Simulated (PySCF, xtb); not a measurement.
B(Me)2(Et) (C₄H₁₁B), SMILES CCB(C)C.

GFN2-xTB in xtb at its own geometry gives an orbital gap of 4.73 eV and a dipole moment of 0.11 D.

Coordinates come from a B3LYP-D3(BJ)/def2-SVP optimisation. The values are those of a single conformer.

Task: What does PySCF with CAM-B3LYP/def2-TZVP give? (Estimate from the structure and the level; the computed values follow.)

Result: gap 10.54 eV (levels -9.54 and 1.00 eV), dipole 0.05 D.
